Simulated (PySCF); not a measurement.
C₃H₅AlF₂.
Cartesian coordinates in Å at the PBE0-D3(BJ)/def2-SVP level; atoms count from 1:
```xyz
11
C3H5AlF2 angstrom
F     -0.0911    1.5147    0.6786
C     -1.2492    0.7678    0.5248
C     -1.0944   -0.4481   -0.0010
F     -2.1879   -1.1912   -0.1677
C      0.2165   -0.9945   -0.3972
Al     1.5590    0.4674   -0.1038
H     -2.1391    1.2915    0.8639
H      0.4285   -1.8946    0.2064
H      0.1672   -1.3189   -1.4514
H      2.4924    0.3951    1.1812
H      1.9332    1.3830   -1.3496
```

Computed, not measured: PBE0-D3(BJ)/def2-SVP geometry optimisation, gas phase (PySCF 2.14.0).

Take the most abundant isotopes and a rigid rotor. The values belong to one conformer with, in the numbering `[F:1]/[CH:2]=[C:3](/[F:4])[CH2:5][AlH2:6]`, C2–C3–C5–Al6 -4°, C3–C5–Al6–H 103° and -95°.

(1) What are A, B and C (MHz)?

(2) What kind of rotor is it?

(3) What does the inertial defect say?

(4) Give the other two planar moments, Paa and Pbb, and the rms extents of the mass along the axes.

(5) Which types of transition are allowed, and where do some lines up to J = 4 fall?

Results:

(1) Ia = 96.27, Ib = 235.35, Ic = 320.48 u·Å²; 505379 MHz·u·Å²/I gives A = 5249, B = 2147, C = 1577 MHz.

(2) An asymmetric top: κ = (2 × 2147 − 5249 − 1577)/(5249 − 1577) = -0.69.

(3) Not planar: Δ = Ic − Ia − Ib = -11.14 u·Å². For a rigid frame Δ = −2 Σ m c², so Σ m c² = 5.57 u·Å² lies off the ab plane: 5.48 from hydrogen and 0.09 from heavier atoms. The atom farthest from that plane is 1.46 Å away.

(4) Paa = Σ m a² = (Ib + Ic − Ia)/2 = 229.78 and Pbb = Σ m b² = (Ia + Ic − Ib)/2 = 90.71 u·Å². With the mass M = 106.02 u, the rms extents √(P/M) along a, b and c are 1.47, 0.92, 0.23 Å.

(5) The dipole components are |μa| = 1.32 D, |μb| = 0.54 D, |μc| = 0.09 D. Intensities carry the squares of the components, which stand as 1.00 : 0.17 : 0.00 (a : b : c). Some of the stronger lines:

| type | branch | J(Ka,Kc) | MHz | lower level (cm⁻¹) |
| --- | --- | --- | --- | --- |
| a | Q | 1(1,0) ← 1(1,1) | 570 | 0.228 |
| b | R | 2(0,2) ← 1(1,1) | 4275 | 0.228 |
| b | Q | 2(1,1) ← 2(0,2) | 4315 | 0.370 |
| b | R | 1(1,1) ← 0(0,0) | 6826 | 0.000 |
| b | Q | 4(1,3) ← 4(0,4) | 7039 | 1.209 |
| a | R | 2(0,2) ← 1(0,1) | 7377 | 0.124 |
| b | Q | 4(2,2) ← 4(1,3) | 8471 | 1.443 |
| b | Q | 3(2,1) ← 3(1,2) | 8849 | 0.914 |
| a | R | 3(1,3) ← 2(1,2) | 10275 | 0.457 |
| a | R | 3(2,2) ← 2(2,1) | 11173 | 0.825 |
| b | Q | 3(2,2) ← 3(1,3) | 11915 | 0.800 |
| a | R | 4(1,4) ← 3(1,3) | 13628 | 0.800 |
| a | R | 4(0,4) ← 3(0,3) | 14240 | 0.734 |
| a | R | 4(3,2) ← 3(3,1) | 15025 | 1.764 |
| a | R | 4(2,2) ← 3(2,1) | 15498 | 1.209 |
| a | R | 4(1,3) ← 3(1,2) | 15876 | 0.914 |
| b | Q | 4(3,1) ← 4(2,2) | 16193 | 1.726 |
| b | Q | 3(3,0) ← 3(2,1) | 16633 | 1.209 |
| b | Q | 3(3,1) ← 3(2,2) | 16978 | 1.197 |
| b | R | 2(2,1) ← 1(1,0) | 17325 | 0.247 |
| b | R | 2(2,0) ← 1(1,1) | 17967 | 0.228 |
| b | R | 3(2,2) ← 2(1,1) | 20479 | 0.514 |
| b | R | 3(2,1) ← 2(1,2) | 22541 | 0.457 |
| b | R | 3(3,1) ← 2(2,0) | 28079 | 0.827 |
| b | R | 4(3,1) ← 3(2,2) | 32043 | 1.197 |

No PBE0-D3(BJ)/def2-SVP frequencies stand behind this structure, so it isn't proved a minimum. Zero-point vibration and centrifugal distortion are left out. Quadrupole hyperfine structure (27Al) is left out.
